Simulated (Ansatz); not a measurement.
CH5BSe, SMILES `B[Se]C`. Total charge 0; spin multiplicity 1. The structure was optimised at the PBE0-D4/def2-TZVP level.

```xyz
8

B    -0.939    1.379    0.078
Se   -0.491   -0.122    1.125
C     0.735   -1.100   -0.035
H    -0.475    1.517   -1.013
H    -1.695    2.158    0.569
H     0.846   -0.553   -0.969
H     0.324   -2.090   -0.223
H     1.696   -1.190    0.467
```

(1) What is the dipole moment at B3LYP/def2-TZVPP? (An estimate is asked.)

(2) And with PBE, r2SCAN, ωB97M-V? (An estimate is asked.)

(3) Give the Mulliken charges with B3LYP, ωB97M-V, PBE in def2-TZVPP. (An estimate is asked.)

Results:

(1) Ansatz gave: 1.59 D, with components (1.01, -1.07, -0.60) D in this frame, pointing from negative to positive charge.

(2) The calculation gave: PBE 1.68 D, r2SCAN 1.67 D, ωB97M-V 1.54 D.

(3) Ansatz gave: 
| atom | B3LYP | ωB97M-V | PBE |
| --- | --- | --- | --- |
| B1 | -0.18 | -0.25 | -0.17 |
| Se2 | 0.07 | 0.07 | 0.08 |
| C3 | -0.36 | -0.40 | -0.35 |
| H4 | 0.04 | 0.07 | 0.02 |
| H5 | 0.04 | 0.08 | 0.03 |
| H6 | 0.13 | 0.14 | 0.13 |
| H7 | 0.13 | 0.15 | 0.13 |
| H8 | 0.13 | 0.15 | 0.13 |

B3LYP here is the variant with VWN-RPA as its local correlation; programs differ in this.
